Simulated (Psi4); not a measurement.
CaCl (SMILES [Cl][Ca]), doublet, geometry from GFN2-xTB (such geometries of metal compounds can be far from the true shape) (the spin is typed, not shown lowest). Base run: CAM-B3LYP/6-311G** run with Psi4 1.11.

Geometry (Å):
```xyz
2

Ca     0.0000     0.0000    -1.0867
Cl     0.0000     0.0000     1.2785
```
Charge 0, spin multiplicity 2.
Orbitals are unrestricted.
All else is at Psi4's defaults (density fitting).
Base energy -1137.89995 Eh.

Each row names what was changed in the base input (with any setting that the change needs).

```json
[
 {"change": "base", "ΔE vs base (µEh)": "0.0", "SCF cycles": "9", "grid points": "44085", "basis functions": "65", "outcome": "converged"},
 {"change": "guess = huckel", "ΔE vs base (µEh)": "0.0", "SCF cycles": "10", "grid points": "44085", "basis functions": "65", "outcome": "converged"},
 {"change": "dft_basis_tolerance = 1e-8", "ΔE vs base (µEh)": "0.0", "SCF cycles": "9", "grid points": "43282", "basis functions": "65", "outcome": "converged"},
 {"change": "d_convergence = 1e-8", "ΔE vs base (µEh)": "0.0", "SCF cycles": "13", "grid points": "44085", "basis functions": "65", "outcome": "converged"},
 {"change": "scf_type = direct", "ΔE vs base (µEh)": "-38.9", "SCF cycles": "13", "grid points": "44085", "basis functions": "65", "outcome": "converged"},
 {"change": "df_basis_scf = cc-pvtz-jkfit", "ΔE vs base (µEh)": "-", "SCF cycles": "-", "grid points": "-", "basis functions": "65", "outcome": "input refused"},
 {"change": "dft_radial_points = 50", "ΔE vs base (µEh)": "-800", "SCF cycles": "9", "grid points": "29606", "basis functions": "65", "outcome": "converged"},
 {"change": "guess = sapgau", "ΔE vs base (µEh)": "0.0", "SCF cycles": "10", "grid points": "44085", "basis functions": "65", "outcome": "converged"},
 {"change": "guess = core", "ΔE vs base (µEh)": "0.0", "SCF cycles": "16", "grid points": "44085", "basis functions": "65", "outcome": "converged"},
 {"change": "damping_percentage = 50", "ΔE vs base (µEh)": "-", "SCF cycles": "-", "grid points": "-", "basis functions": "65", "outcome": "not converged"},
 {"change": "dft_nuclear_scheme = stratmann", "ΔE vs base (µEh)": "-3.7", "SCF cycles": "9", "grid points": "42019", "basis functions": "65", "outcome": "converged"},
 {"change": "scf_type = dfdirj+link", "ΔE vs base (µEh)": "-", "SCF cycles": "-", "grid points": "-", "basis functions": "-", "outcome": "input refused"},
 {"change": "dft_spherical_points = 974", "ΔE vs base (µEh)": "-3.8", "SCF cycles": "9", "grid points": "141885", "basis functions": "65", "outcome": "converged"}
]
```

Open shells are given as the SCF converged; they aren't shown to be the lowest states, and a large step between rows can be another state.

- df_basis_scf = cc-pvtz-jkfit: ended with `psi4.driver.qcdb.exceptions.BasisSetNotFound: BasisSet::construct: Unable to find a basis set for atom 1 for key JKFIT among:`
- scf_type = dfdirj+link: ended with `psi4.driver.p4util.exceptions.ValidationError: SCF: SCF_TYPE (DFDIRJ+LINK) not supported for range-separated functionals, plese use SCF_TYPE = 'DF' to automatically select the correct JK build.`
